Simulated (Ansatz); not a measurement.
Caution: the restricted solution is unstable towards spin-unrestricted or complex orbitals, so a lower solution exists and this singlet may not be the ground state.

B3LYP has the VWN-RPA correlation part, as in Gaussian. 

Cartesian coordinates (Å):
SMILES: c12c3c4c5c1c1c6c7c8c9c6c5c5c4c4c3c3c2c1c7c1c8c(c95)c4c31
```xyz
26

C      2.0631    -0.0551    -1.3364
C      2.5812    -0.0035    -0.0060
C      2.0670    -1.1293     0.7065
C      1.2433    -0.7073     1.7828
C     -0.0024    -1.4219     1.7006
C      0.0036    -2.1822     0.3843
C      1.2039    -1.9098    -0.2439
C      1.2346    -1.1939    -1.5061
C     -0.0115    -0.7606    -2.0808
C     -1.2121    -1.1632    -1.5277
C     -2.0698     0.0538    -1.3263
C     -2.5812     0.0031     0.0059
C     -2.0665    -1.1763     0.6267
C     -1.2428    -1.8970    -0.2758
C     -1.2033    -0.7417     1.7776
C     -1.2345     0.7085     1.7870
C     -2.0630     1.1292     0.7142
C     -1.2050     1.9100    -0.2415
C     -1.2420     1.1937    -1.5024
C      0.0006     0.7595    -2.0824
C      1.2044     1.1623    -1.5353
C      1.2414     1.8969    -0.2851
C      2.0691     1.1757     0.6147
C      1.2121     0.7432     1.7711
C      0.0111     1.4230     1.6977
C     -0.0015     2.1825     0.3808
```
Charge 0, spin multiplicity 1.

Problem. Give the dipole moment, HOMO–LUMO gap, total energy, fall of the energy when the singlet is solved spin-unrestricted and <S²> of the broken-symmetry singlet at the level Ansatz (an electronic-structure program) with B3LYP-D3(BJ)/def2-SVP // GFN2-xTB.

Solution. 
```json
{
  "dipole_moment": "0.001 e·Å",
  "HOMO–LUMO gap": "1.49 eV",
  "total_energy": "-989.4655 Ha",
  "fall_of_the_energy_when_the_singlet_is_solved_spin_unrestricted": "0.206 eV",
  "<S²> of the broken-symmetry singlet": "1.43"
}
```
